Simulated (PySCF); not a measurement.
BiH2Cl, SMILES [Cl][BiH2].

The structure is a stationary point at PBE0-D3(BJ)/def2-TZVP. The def2 effective core potentials stand for the cores of Bi; spin–orbit coupling is left out.

Computed with TDDFT-LC-ωPBE/def2-TZVPD run with PySCF.

Vertical excitations. Gas-phase values at a fixed geometry. State labels are in the subgroup Cs.

Computed excitation energies, oscillator strengths and character:
```tsv
state	symmetry	energy (eV)	λ (nm)	f	main pairs
S1	A'	4.89	254	0.031	HOMO→LUMO 94 %
S2	A"	5.65	219	0.006	HOMO−1→LUMO 93 %
S3	A'	6.57	189	0.035	HOMO−2→LUMO 80 %
S4	A"	6.67	186	0.066	HOMO→LUMO+2 85 %
S5	A'	6.68	186	0.117	HOMO→LUMO+1 83 %
S6	A"	7.14	174	0.003	HOMO−3→LUMO 91 %
S7	A"	7.70	161	0.096	HOMO−1→LUMO+1 84 %
S8	A'	7.76	160	0.082	HOMO−1→LUMO+2 65 %, HOMO−4→LUMO 25 %
S9	A'	8.10	153	0.524	HOMO−4→LUMO 43 %, HOMO−1→LUMO+2 22 %, HOMO−2→LUMO 7 %
S10	A"	8.39	148	0.010	HOMO−2→LUMO+2 90 %
T1	A'	4.18	296	0	HOMO→LUMO 91 %
T2	A"	5.23	237	0	HOMO−1→LUMO 91 %
T3	A"	5.34	232	0	HOMO→LUMO+2 78 %
T4	A'	5.68	218	0	HOMO→LUMO+1 50 %, HOMO−1→LUMO+2 11 %, HOMO−3→LUMO+2 8 %
```
Triplets are in the Tamm–Dancoff approximation, which puts them higher than full response would, so one can lie above its singlet here.
